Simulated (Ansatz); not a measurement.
Ideal-gas functions of `[OH][Mo]([OH])([OH])(=[S])[Cl]` at 500 K and 1 bar, from an Ansatz frequency run at PBE0-D4/def2-TZVP.

Molar mass 214.48 g/mol, point group Cs (symmetry number 1), electronic degeneracy 1, moments of inertia 250.362, 374.531, 402.513 u Å². Harmonic wavenumbers (cm⁻¹, unscaled): 63, 72, 183, 208, 239, 253, 267, 316, 331, 389, 398, 575, 612, 664, 689, 738, 739, 830, 3844, 3847, 3884.

Use S(trans) = R[1.5 ln M + 2.5 ln T − 1.1517]; rotational temperatures θ = 24.2544 K / I; S(rot) = R[ln(√π/σ · √(T³/θAθBθC)) + 1.5]; for each mode x = 1.438777 ν̃/T, S = R[x/(eˣ − 1) − ln(1 − e⁻ˣ)] and H = RT x/(eˣ − 1); 1 cm⁻¹ = 0.0119627 kJ/mol; R = 8.31446 J/(mol·K).

Task: By hand: the entropy, in J/(mol·K).

Result: Translation 186.6. Rotation: θ = 0.0969, 0.0648, 0.0603 K, giving 127.5. Vibration, mode by mode: 22.52, 21.42, 13.74, 12.71, 11.59, 11.13, 10.71, 9.39, 9.03, 7.80, 7.63, 5.02, 4.61, 4.09, 3.86, 3.46, 3.45, 2.81, 0.00, 0.00, 0.00, in all 165.0. Electronic 0.0. Sum 479.1 J/(mol·K).

Task: By hand: H − E and G − E in kJ/mol, counted from the electronic energy.

Result: Zero-point energy ½ × 19141 × 0.0119627 = 114.5; thermal vibration 41.0; translation, rotation and pV give 4 RT = 16.6. H − E = 172.1 kJ/mol, and G − E = 172.1 − 500 × 479.1/1000 = -67.5 kJ/mol.

Vibration gives 34 % of the entropy, 43.9 J/(mol·K) of it from the modes under 150 cm⁻¹: soft modes count most, and the harmonic formula is weakest for them. The sum counts one conformer and one mirror image; others add a mixing term.
